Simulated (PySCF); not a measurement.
## Dipole polarisabilities along the 5d series

Calculated with PySCF 2.14 for the ground configurations, without spin-orbit coupling: coupled response for Hartree-Fock and DFT. Mean α in bohr³, C₆ of like pairs in atomic units.

```
                                                                                                 species  α UHF  α PBE  α PBE0  α recommended (Schwerdtfeger and Nagle)  C₆ UHF  C₆ PBE  C₆ PBE0
 Hf [Xe] 4f14 5d2 6s2 (x2c-TZVPPall with one added diffuse shell each of s, p, d, f type, spin-free X2C)  120.8  98.91   101.2                                  103 ± 6    1722    1289     1345
 Ta [Xe] 4f14 5d3 6s2 (x2c-TZVPPall with one added diffuse shell each of s, p, d, f type, spin-free X2C)  108.2  81.19   84.08                                  74 ± 20    1437    1031     1079
  W [Xe] 4f14 5d4 6s2 (x2c-TZVPPall with one added diffuse shell each of s, p, d, f type, spin-free X2C)  100.4  69.74   72.80                                  68 ± 15    1238   847.4    890.5
 Re [Xe] 4f14 5d5 6s2 (x2c-TZVPPall with one added diffuse shell each of s, p, d, f type, spin-free X2C)  94.71  63.12   66.33                                   62 ± 3    1109   733.5    773.7
 Os [Xe] 4f14 5d6 6s2 (x2c-TZVPPall with one added diffuse shell each of s, p, d, f type, spin-free X2C)  76.17  54.01   56.86                                   57 ± 3   866.7   606.2    641.5
 Ir [Xe] 4f14 5d7 6s2 (x2c-TZVPPall with one added diffuse shell each of s, p, d, f type, spin-free X2C)  63.87  47.43   49.53                                   54 ± 7   706.7   515.5    539.3
 Pt [Xe] 4f14 5d9 6s1 (x2c-TZVPPall with one added diffuse shell each of s, p, d, f type, spin-free X2C)  53.53  38.95   40.21                                   48 ± 4   496.1   376.0    382.6
Au [Xe] 4f14 5d10 6s1 (x2c-TZVPPall with one added diffuse shell each of s, p, d, f type, spin-free X2C)  49.96  35.53   36.91                                   36 ± 3   441.9   328.8    336.7
Hg [Xe] 4f14 5d10 6s2 (x2c-TZVPPall with one added diffuse shell each of s, p, d, f type, spin-free X2C)  44.64  34.92   36.35                             33.91 ± 0.34   439.8   339.2    352.8
```

Hartree-Fock lacks correlation. All values carry a basis error, and heavy open shells lack spin-orbit coupling.
